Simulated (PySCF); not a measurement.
Simulated Si 2p region for `[BH2-]([NH3+])O[SiH3]`, binding energy against the vacuum level.

Every computed line was given a Gaussian of 1.0 eV full width at half maximum and an area set by the number of equivalent atoms (split 2:1 within a doublet); the highest printed point is 100. The calculation used PySCF 2.14.0, delta-SCF UKS SCAN, pcX-2 on the ionised atom, pcseg-1 elsewhere, spin-free X2C.

binding energy (eV), intensity and a bar:
```
    105.2          0 
    105.3          0 
    105.4          1 
    105.5          2 #
    105.6          3 #
    105.7          6 ##
    105.8         10 ###
    105.9         16 #####
    106.0         24 #######
    106.1         34 ##########
    106.2         46 ##############
    106.3         58 ##################
    106.4         71 #####################
    106.5         83 #########################
    106.6         92 ############################
    106.7         98 #############################
    106.8        100 ##############################
    106.9         99 ##############################
    107.0         94 ############################
    107.1         87 ##########################
    107.2         79 ########################
    107.3         70 #####################
    107.4         60 ##################
    107.5         50 ###############
    107.6         40 ############
    107.7         31 #########
    107.8         23 #######
    107.9         17 #####
    108.0         11 ###
    108.1          7 ##
    108.2          5 #
    108.3          3 #
    108.4          1 
    108.5          1 
    108.6          0 
    108.7          0 
    108.8          0
```

Q: How many maxima does the curve show, and how many computed lines lie under it?

A: The curve has 1 maximum (at 106.8 eV). Under it lie 2 lines from 1 inequivalent silicon site, drawn as a 2p3/2, 2p1/2 pair. At this width some lines have no maximum of their own.

Q: Decompose the envelope and assign each component. Numbering: `[NH3+:1][BH2-:2][O:3][SiH3:4]`.

A: 
```csv
position (eV),relative area,line,atoms,environment
106.68,0.67,Si 2p3/2,Si4,oxygen-bound silicon
107.30,0.33,Si 2p1/2,Si4,oxygen-bound silicon
```

Shake-up satellites, vibrational structure and lifetime widths aren't simulated. The 2p values aren't plain energy differences: one relaxed spin-free 2p hole is combined with a matrix within the shell (ground-state 2p orbital-energy differences and spin–orbit coupling). 2p3/2, the mean of its two sublevels, lies a third of the splitting below the shell's mean and 2p1/2 two thirds above it; the statistical areas are 2:1. 2p1/2 minus 2p3/2 (ligand field included): Si 0.62 eV. One conformer (not necessarily the lowest) at the PBE0-D3(BJ)/def2-SVP geometry, without solvent, vibrations or thermal averaging.

The values belong to the conformer `[NH3+:1][BH2-:2][O:3][SiH3:4]`: N1–B2–O3–Si4 179°.
